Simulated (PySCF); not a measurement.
Isomers of C4H11NSi, one GFN2-xTB conformer each. Single-point energies are computed at PBE0/pcSseg-1 (PySCF, gas phase, no added dispersion term), electronic only.

Task: Rank them by PBE0/pcSseg-1 energy, lowest first (kcal/mol).
A. `[CH2:1]=[N:2][Si@H:3]([CH3:4])[CH2:5][CH3:6]` with C1–N2–Si3–C4 -124°, N2–Si3–C5–C6 -63°
B. `[CH3:1][Si@H:2]1[CH2:3][CH2:4][CH2:5][NH:6]1` with C1–Si2–C3–C4 103°, Si2–C3–C4–C5 33°, C3–C4–C5–N6 -44°, C4–C5–N6–Si2 36°
C. `[CH3:1]/[CH:2]=[C:3](\[CH3:4])[SiH2:5][NH2:6]` with C2–C3–Si5–N6 -136°, C3–Si5–N6–H 49° and -174°

Result: B (0.0), C (19.6), A (20.5).

As drawn, the lowest has an N–H bond, which the highest lacks; the highest has a C=N bond, which the lowest lacks. Neighbours under 2.5 kcal/mol apart (C/C=C(\C)[SiH2]N and C=N[Si@H](C)CC) can change places with a better method, another conformer or zero-point energy. GFN2-xTB itself gives, in the same order: 0.0, 18.2, 27.0. Both levels put the same isomer lowest; measured from each level's own lowest isomer, the values differ by up to 6.5 kcal/mol (C=N[Si@H](C)CC: 27.0 against 20.5).

Task: Which frontier levels, dipoles and rotational constants go with these structures?

Result: 
| SMILES | HOMO (eV, PBE0/pcSseg-1) | LUMO (eV) | dipole (D) | A, B, C (MHz) |
| --- | --- | --- | --- | --- |
| C[Si@H]1CCCN1 | -6.44 | 1.32 | 0.50 | 4870, 2270, 1874 |
| C/C=C(\C)[SiH2]N | -7.02 | 0.06 | 1.06 | 5575, 1510, 1307 |
| C=N[Si@H](C)CC | -6.82 | -0.67 | 0.89 | 2937, 2372, 1452 |
